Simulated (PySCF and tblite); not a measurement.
C4H6F2O2, numbered as in [F:1][C@H:2]1[CH2:3][O:4][CH2:5][O:6][C@@H:7]1[F:8].

Geometries GFN2-xTB; weights from PBE0-D3(BJ)/pcSseg-1 (IEF-PCM, tetrahydrofuran) energies and GFN2-xTB thermal corrections, with symmetry numbers and mirror pairs. Conformers within 2.5 kcal/mol (GFN2-xTB free energy) were kept, 6 at most. Couplings: B3LYP/6-31G* with pcJ-1 on H, F (gas phase; spin-dipole term only for pairs with B, N, F, Si or P). Couplings are for ¹⁹F, ¹H. H–H couplings come out 0.1 to 0.9 Hz lower than with pcJ-1 on all atoms. Of two unlike H on one atom, a is the less shielded (PBE0/pcSseg-1 (IEF-PCM, tetrahydrofuran)). Run with PySCF (density fitting) and tblite.

The 6-ring runs over atoms 2–3–4–5–6–7.

```
conformer                                                                         shape  weight %
        1                                                   6-ring chair (F1, F8 axial)      99.9
        2  6-ring between boat and twist-boat (ring torsions -66, 23, 39, -55, 10, 47°)       0.1
```

(1) Give the couplings in each conformer and the averages at 298.15 K (pairs that fast motion interchanges averaged).

Computed couplings to fluorine can be off by tens of per cent at such levels.

F–F couplings are left out: such levels miss them by tens of Hz and can give the wrong sign.

## Answers

(1) 
| coupling | pairs | 1 | 2 | average (Hz) |
| --- | --- | --- | --- | --- |
| ²J(F1,H2) | 1 | 54.2 | 58.1 | 54.2 |
| ³J(F1,H3b) | 1 | 38.7 | -1.6 | 38.7 |
| ³J(F1,H3a) | 1 | 17.8 | 8.0 | 17.8 |
| ³J(F1,H7) | 1 | 7.1 | 22.7 | 7.1 |
| ³J(H2,F8) | 1 | 3.9 | 14.9 | 3.9 |
| ²J(H7,F8) | 1 | 55.1 | 56.4 | 55.1 |
| ³J(H2,H3b) | 1 | 2.6 | 7.4 | 2.6 |
| ³J(H2,H3a) | 1 | 0.8 | 9.4 | 0.8 |
| ³J(H2,H7) | 1 | 1.2 | -0.1 | 1.2 |
| ²J(H3b,H3a) | 1 | -13.7 | -11.1 | -13.7 |
| ²J(H5a,H5b) | 1 | -7.5 | -4.3 | -7.5 |


Conformer gaps in pcSseg-1 on xTB geometries can be 2 kcal/mol off for S=O, P=O and other polar bonds.